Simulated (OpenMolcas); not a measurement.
# O4+: effect of the active space

```
Program             : OpenMolcas 26.06
Method              : CASSCF or its RAS form
Basis               : ANO-R2
Scalar Hamiltonian  : X2C, finite nucleus
Spin-orbit coupling : RASSI with atomic mean-field integrals over the reference wave functions, term energies averaged over their components
```

A. 2 electrons in 4 orbitals (2s 2p); 2S+1 = 3 even, 3 roots; 2S+1 = 1 even, 7 roots; 2S+1 = 3 odd, 3 roots; 2S+1 = 1 odd, 3 roots; cost of the order of 12 core-seconds
B. 2 electrons in 8 orbitals (2s 2p 3s 3p); 2S+1 = 3 even, 3 roots; 2S+1 = 1 even, 7 roots; 2S+1 = 3 odd, 3 roots; 2S+1 = 1 odd, 3 roots; cost about 17 core-seconds
C. 2 electrons in 9 orbitals (RAS2 2s 2p; RAS3 3d, at most 2 electrons); 2S+1 = 3 even, 3 roots; 2S+1 = 1 even, 7 roots; 2S+1 = 3 odd, 3 roots; 2S+1 = 1 odd, 3 roots; cost of the order of 18 core-seconds

Energies in eV above 2s² ¹S₀, the measured ground level; measured values from Moore, Selected Tables of Atomic Spectra, NSRDS-NBS 3, section 9.

| Level | A | B | C | Measured |
| --- | --- | --- | --- | --- |
| 2s² ¹S₀ | 0.0000 | 0.0000 | 0.0000 | 0.0000 |
| 2s 2p ³P°₀ | 10.2658 | 10.2640 | 10.1566 | 10.1596 |
| 2s 2p ³P°₁ | 10.2839 | 10.2821 | 10.1746 | 10.1764 |
| 2s 2p ³P°₂ | 10.3201 | 10.3184 | 10.2107 | 10.2145 |
| 2s 2p ¹P°₁ | 21.1807 | 21.1008 | 20.0885 | 19.6884 |
| 2p² ³P₀ | 26.7689 | 26.7209 | 26.6556 | 26.4660 |
| 2p² ³P₁ | 26.7870 | 26.7391 | 26.6737 | 26.4853 |
| 2p² ³P₂ | 26.8226 | 26.7747 | 26.7092 | 26.5186 |
| 2p² ¹D₂ | 30.0813 | 29.9654 | 29.1330 | 28.7298 |
| 2p² ¹S₀ | 37.5010 | 36.9370 | 36.7405 | 35.6963 |

Deviations, from unrounded energies. A percentage is the sum of absolute deviations over the sum of measured energies, with the sign that they share, or ± where signs differ.

```tsv
Against measurement	Levels	A	B	C
mean absolute deviation (cm-1)	9	5300	4500	2200
other configurations (%)	9	+3.0	+2.6	±1.2
```

C lies closest to measurement on these levels and A furthest from it. The largest miss of C in the table is 2p² ¹S₀, by +8400 cm-1. The ranking rests on the paired levels alone, and a cruder setting can come out closer through cancelling errors.

Among A to C the level of the table that moves most is 2s 2p ¹P°₁, by 8800 cm-1 (lowest in C, highest in A).

Active for correlation alone: 3p 3s; no level in the range computed is led by a configuration that fills them, so any true level of that kind is missing (holds for B). Active for correlation alone: 3d; no level in the range computed is led by a configuration that fills it, so any true level of that kind is missing (holds for C). Measured partners are found by configuration, term and J. A level has none where our copy of the source lacks it or the pairing is in doubt (some pairs that miss far off the trend of their configuration count as doubtful), and it then counts in no deviation. Levels of configurations outside the active space are missing.

° marks odd parity.
